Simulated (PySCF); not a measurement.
C3H9OSi, SMILES [SiH](C)OCC (connectivity only; charge and spin as stated), charge +1, multiplicity 1. Atoms are numbered in the order given.

```xyz
14

C      1.0589     1.8449     0.0000
C     -0.4433     1.7682     0.0000
O     -0.9497     0.4016     0.0000
Si    -0.5639    -1.1325     0.0000
C      1.1108    -1.8481     0.0000
H      1.3576     2.9043     0.0000
H      1.4944     1.3859    -0.9018
H      1.4944     1.3859     0.9018
H     -0.8939     2.2316     0.8900
H     -0.8939     2.2316    -0.8900
H     -1.7679    -1.9802     0.0000
H      1.2142    -2.5040    -0.8845
H      1.9150    -1.0998     0.0000
H      1.2142    -2.5040     0.8845
```
Charge +1, spin multiplicity 1.

Geometry optimised at r2SCAN-D4/def2-SVP. The multiplicity is an assumed one; no other spin state was optimised. The isomer is the one that the SMILES or the coordinates give; other isomers of the formula were not compared. One conformer was computed; it need not be the lowest.

Method: PySCF with SMD-ωB97X/def2-SVP.

Solvation free energies are E(SMD) − E(gas) at the gas-phase geometry, for 1 M in both phases.

**Question.** Rank water, dimethylsulfoxide, chloroform by solvation free energy, most negative first.

**Answer.** dimethylsulfoxide (-56.3 kcal/mol), water (-54.3 kcal/mol), chloroform (-47.1 kcal/mol)
